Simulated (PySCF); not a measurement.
YbH3(NH3) at several levels of theory

Computed with PySCF 2.14.0 (density fitting, no spin-orbit coupling) at the geometry relaxed with PBE0:

```xyz
8
YbH3(NH3) (singlet in the valence; each metal's 4f electrons, 13 of them, lie in its core potential, out of spins and levels)
Yb    0.2163   -0.2163    0.2163
H     1.1532    1.2727    1.1532
H    -1.2727   -1.1532    1.1532
H     1.1532   -1.1532   -1.2727
N    -1.1845    1.1845   -1.1845
H    -1.7941    1.7941   -0.6343
H    -0.6343    1.7941   -1.7941
H    -1.7941    0.6343   -1.7941
```

```csv
level,basis,state,HOMO (eV),gap (eV),charge on Yb1 (e),population of f-type functions on Yb1 (polarisation alone where 4f lies in the core),dipole about the centre of mass (D),largest force component (eV/Å)
PBE0,"Yb lcecp-1-SVP with ECP59, H def2-SVP, N def2-SVP",singlet,-6.33,6.11,0.51,0.01,5.49,0.00
M06-L,the same,singlet,-5.46,4.83,0.75,0.01,5.31,0.10
PBE0,"Yb lcecp-1-TZVP with ECP59, H def2-TZVP, N def2-TZVP",singlet,-6.37,5.82,0.70,0.02,5.37,0.20
```

In the lcecp rows the 4f levels are missing from HOMO and gap, and the state counts the valence alone.

Charges are Mulliken's, which hang on the basis. The relaxation used the grid (50, 194), these runs (75, 302) or, all-electron (x2c bases, spin-free X2C Hamiltonian), (99, 590).

Question: What does wB97X with Yb lcecp-1-SVP with ECP59, H def2-SVP, N def2-SVP give here?

Answer: state singlet, HOMO (eV) -8.83, gap (eV) 10.26, charge on Yb1 (e) 0.48, population of f-type functions on Yb1 (polarisation alone where 4f lies in the core) 0.02, dipole about the centre of mass (D) 5.53, largest force component (eV/Å) 0.07. Time: 16 s on 2 threads of Intel(R) Xeon(R) Processor @ 2.50GHz (Skylake/Cascade Lake) (shared host), from an already converged density.

In the first row's basis the gap widens with exact exchange: 4.8 eV for M06-L (none); 6.1 eV for PBE0 (a fixed share); 10.3 eV for wB97X (rising or full at long range).

An lcecp potential fixes the number of 4f electrons, so in runs with it no electron can move into or out of that shell.
